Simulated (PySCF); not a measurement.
## Working with the constants of GaB

UHF-CCSD(T) constants of GaB, ³Π (triplet), unpaired electrons σ ↑, π ↑ (basis Ga def2-TZVPP, B def2-TZVPP; no relativity; PySCF 2.14; masses 68.9256 and 11.0093 u):

| Property | Result |
| --- | --- |
| ωe | 442.1 cm⁻¹ |
| ωexe | 2.68 cm⁻¹ |
| Be | 0.35802 cm⁻¹ |
| αe | 0.00328 cm⁻¹ |
| D (centrifugal) | 9.39e-07 cm⁻¹ |
| De to Ga + B | 1.74 eV |

Problem. Give the vibrational terms G(v) and spacings up to v = 6.

Solution. G(v) = ωe(v+½) − ωexe(v+½)².

```csv
v,G(v) (cm⁻¹),G(v) − G(v−1),Bv (cm⁻¹)
0,220.4,,0.3564
1,657.1,436.7,0.3531
2,1088.5,431.4,0.3498
3,1514.5,426.0,0.3465
4,1935.2,420.7,0.3433
5,2350.5,415.3,0.3400
6,2760.4,409.9,0.3367
```

Problem. How well does the Morse estimate ωe²/(4ωexe) reproduce De, and what is D0?

Solution. It gives 2.26 eV, 130 % of the computed De. D0 = De − G(0) = 1.74 − 0.03 = 1.71 eV.

Correlated steps freeze 10 core orbitals. Spin–orbit coupling is left out. The state is the lowest determinant that a PBE0 search found; another state may lie lower at other levels.
